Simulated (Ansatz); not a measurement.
Isolated molecules relaxed with PBE0-D4/def2-TZVP in Ansatz; ΔE leaves out vibrations. CCSD(T)/CBS is the MP2 limit (def2-TZVPP, def2-QZVPP) plus CCSD(T) − MP2 in def2-TZVPP, frozen cores. Functionals use def2-TZVPP. B3LYP here is the variant with VWN-RPA as its local correlation; programs differ in this. HSE06 is defined as in plane-wave codes. For Br, Ge, K outer-core shells are correlated without core-valence functions, which leaves a few kJ/mol of doubt a bond. Scalar relativity is left out up to krypton.

`[KH]` + `Cl[CH]([GeH3])Br` → `[K][Br]` + `Cl[CH2][GeH3]`  (redistribution)

| level | ΔE (kJ/mol) | difference from CCSD(T)/CBS |
| --- | --- | --- |
| LDA (SPW92) | -328.3 | 31.7 |
| PBE-D4 | -332.5 | 27.5 |
| revPBE-D4 | -325.3 | 34.7 |
| BLYP-D4 | -329.2 | 30.8 |
| r2SCAN-D4 | -362.0 | -2.0 |
| B97M-V | -335.4 | 24.6 |
| B3LYP-D4 | -350.0 | 10.0 |
| r2SCANh-D4 | -366.6 | -6.6 |
| r2SCAN0-D4 | -373.2 | -13.2 |
| HSE06-D4 | -354.9 | 5.1 |
| BHLYP-D4 | -371.5 | -11.5 |
| ωB97X-V | -362.6 | -2.6 |
| B2PLYP | -364.3 | -4.3 |
| PBE | -340.3 | 19.7 |
| revPBE | -344.1 | 15.9 |
| BLYP | -346.2 | 13.8 |
| r2SCAN | -363.7 | -3.7 |
| PBE0 | -361.5 | -1.5 |
| B3LYP | -363.1 | -3.1 |
| r2SCANh | -368.5 | -8.5 |
| r2SCAN0 | -375.3 | -15.3 |
| HSE06 | -361.3 | -1.3 |
| BHLYP | -382.7 | -22.7 |
| CAM-B3LYP | -368.0 | -8.0 |
| LC-ωPBE | -373.5 | -13.5 |
| RPA@PBE/def2-TZVPP | -340.1 | 19.9 |
| HF/def2-SVP | -405.8 | -45.8 |
| MP2/def2-SVP | -371.7 | -11.7 |
| CCSD/def2-SVP | -371.3 | -11.3 |
| CCSD(T)/def2-SVP | -363.2 | -3.2 |
| HF/def2-TZVPP | -402.9 | -42.9 |
| MP2/def2-TZVPP | -363.2 | -3.2 |
| SCS-MP2/def2-TZVPP | -363.5 | -3.5 |
| CCSD/def2-TZVPP | -365.5 | -5.5 |
| CCSD(T)/def2-TZVPP | -357.3 | 2.7 |
| HF/def2-QZVPP | -402.4 | -42.4 |
| MP2/def2-QZVPP | -364.6 | -4.6 |
| SCS-MP2/def2-QZVPP | -364.9 | -4.9 |
| HF/CBS(def2) | -402.3 | -42.3 |
| CCSD/CBS(def2) | -368.2 | -8.2 |
| CCSD(T)/CBS | -360.0 | 0 |

Largest T1 diagnostic among the species: 0.017.

Leaving LDA and LC-ωPBE aside and taking each functional with its dispersion term where it has one, the values spread over 47.9 kJ/mol, from r2SCAN0-D4 to revPBE-D4. LDA lies +12.0 kJ/mol from PBE without D4. The D4 term adds +13.1 kJ/mol with B3LYP and +6.7 kJ/mol with PBE0; it sums over pairs of atoms, weighted by their polarisabilities, and B3LYP, whose exchange is more repulsive, gets the larger term.
